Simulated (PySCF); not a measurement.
## Computed properties of MoO3, SMILES [O]=[Mo](=[O])=[O], multiplicity 1

MoO3, SMILES [O]=[Mo](=[O])=[O], multiplicity 1. Coordinates come from a PBE0-D3(BJ)/def2-TZVP optimisation. The spin state was assumed, not searched. The isomer is the one that the SMILES or the coordinates give; other isomers of the formula were not compared. The def2 effective core potentials stand for the cores of Mo; spin–orbit coupling is left out. Other conformers were not sampled. All values are computed for the isolated molecule unless a solvent is named; none is compared with measurement here.

**Structure.** The optimised structure has C3v symmetry. All 6 harmonic modes at PBE0-D3(BJ)/def2-TZVP (PySCF) are real, so it is a minimum. With heavy atoms numbered as in [Mo:1](=[O:2])(=[O:3])=[O:4], the shortest bond between them is Mo1–O4 at 1.692 Å and the longest Mo1–O2 at 1.692 Å.

**Vibrations.** The strongest infrared lines (harmonic, unscaled, degenerate partners summed) lie at 1002 cm⁻¹ (518 km/mol, O 80 %, Mo 20 %), 259 cm⁻¹ (50 km/mol, O 72 %, Mo 28 %), 1046 cm⁻¹ (5 km/mol, O 95 %). The softest mode is at 259 cm⁻¹ and the zero-point energy is 5.7 kcal/mol.

**Electronic structure.** r2SCAN/def2-TZVPD (PySCF) places the frontier levels at -7.82 and -5.23 eV, a gap of 2.59 eV, and gives a dipole moment of 4.81 D and a mean polarisability of 43.1 bohr³.

**Excitations.** TDA-CAM-B3LYP/def2-SVPD (PySCF) has S1 at 2.64 eV (469 nm, f = 0.000, dark); the most intense of the 10 singlets computed lies at 2.99 eV (f = 0.02). Strengths of degenerate partners are summed. T1 (TDA) is at 2.51 eV, 0.13 eV under S1.
